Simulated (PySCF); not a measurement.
**input.py for Sb**

File input.py (PySCF 2.14):

```python
from pyscf import gto, scf

mol = gto.M(
    atom='Sb 0 0 0',
    basis='def2-tzvpp',
    ecp={'Sb': 'def2-tzvpp'},
    charge=0,
    spin=3,
    verbose=3,
)
mf = scf.UHF(mol)
mf.kernel()
mf.stability(internal=True, external=True)
mf.dip_moment()
print('orbital energies (hartree):', [e[max(0, n-3):n+3].round(4) for e, n in zip(mf.mo_energy, mol.nelec)])
```

```bash
$ OMP_NUM_THREADS=1 python input.py
```

The log (some set-up lines and the per-cycle HOMO/LUMO lines with their warnings removed):

```
converged SCF energy = -239.277272809064  <S^2> = 3.7524113  2S+1 = 4.0012055
<class 'pyscf.scf.uhf.UHF'> wavefunction is stable in the internal stability analysis
<class 'pyscf.scf.uhf.UHF'> wavefunction is stable in the real -> complex stability analysis
<class 'pyscf.scf.uhf.UHF'> wavefunction is stable in the UHF/UKS -> GHF/GKS stability analysis
Dipole moment(X, Y, Z, Debye):  0.00000,  0.00000, -0.00000
orbital energies (hartree): [array([-0.3341, -0.3341, -0.3341,  0.195 ,  0.195 ,  0.195 ]), array([-1.6077, -1.6077, -0.5077,  0.0274,  0.0274,  0.0274])]
```

In short: E(SCF) = -239.277273 Eh, ⟨S²⟩ = 3.752, internal stable; real -> complex stable; UHF/UKS -> GHF/GKS stable.

It ran on Arm Neoverse V1 (1 thread, shared host) in 1.7 s, peak memory 0.12 GiB.

No search for the lowest solution was made.
